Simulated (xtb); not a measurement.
Si(Me)2(OH)(SH) (C₂H₈OSSi), SMILES [Si](S)(O)(C)C. All values are semi-empirical tight-binding results from xtb (GFN2-xTB unless named), good for trends rather than for accurate numbers. Geometry optimised at GFN2-xTB. One conformer was computed; it need not be the lowest.

* **orbital gap**: 5.26 eV
* **zero-point energy**: 60.3 kcal/mol
* **G − E(el) at 298.15 K (modified RRHO)**: 38.9 kcal/mol
* **static polarisability (D4 model)**: 80.0 bohr³
* **solvation energy, GFN2-xTB/ALPB(water)**: -5.4 kcal/mol
* **solvation energy, GFN2-xTB/ALPB(toluene)**: -5.0 kcal/mol
